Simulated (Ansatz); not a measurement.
```yaml
crystal:
  periodic: [false, false, false]
  atoms:
    - {symbol: C, position_ang: [-0.929242, 1.616136, -1.409082]}
    - {symbol: C, position_ang: [-0.351609, 0.616949, -0.540429]}
    - {symbol: N, position_ang: [0.106148, -0.174893, 0.147908]}
    - {symbol: In, position_ang: [1.069797, -1.840607, 1.595898]}
    - {symbol: H, position_ang: [-0.666861, 2.612560, -1.050927]}
    - {symbol: H, position_ang: [-0.548252, 1.488111, -2.423201]}
    - {symbol: H, position_ang: [-2.015208, 1.513339, -1.418711]}
    - {symbol: H, position_ang: [0.513785, -3.205635, 0.685127]}
    - {symbol: H, position_ang: [0.196006, -1.364780, 3.014356]}
    - {symbol: H, position_ang: [2.708536, -1.312479, 1.402062]}
basis:
  gaussian: {orbitals: def2-mTZVPP}
hamiltonian: {xc: {name: B2GP-PLYP}}
```

```sh
$ ansatz run in.yaml --threads 4 --pin off --events-out ev --progress --plain --max-ram 10444MiB
```

Output, abridged:

```
Functional definition: B2GP-PLYP
1286 factors; integrals over basis functions are off by at most 1.3e-3 eV
mean field evaluation 1: about -8811.8978 eV, gradient 3.8e1 eV
mean field evaluation 2: about -8811.9611 eV, gradient 3.8e1 eV
mean field evaluation 4: about -8814.9502 eV, gradient 7.5e0 eV
mean field evaluation 8: about -8815.0804 eV, gradient 2.2e-1 eV
mean field evaluation 16: about -8815.0805 eV, gradient 1.2e-5 eV
mean field -8815.08050603 eV, -323.9482335205 hartree, gradient 3.2e-6 eV, S^2 0.000000; 0 other end points of the search recorded, 0 dependent functions left out
7 core orbitals not correlated: weight in the atoms' cores, before any rotation towards them, 1.000 or more for the frozen orbitals, at most 0.000 for the correlated occupied ones
reference -8815.08065928 eV, -323.9482391524 hartree; 16, 16 occupied and 105, 105 virtual orbitals, 1286 factors
second order -19.00681931 eV of doubles, -0.00000000 eV of singles
Total energy: -8821.92311424 eV, -324.1996947340 hartree
```

Hardware: 4 threads of an Arm Neoverse V2 on a shared host. Wall time 1.8 s, peak host memory 0.45 GiB.
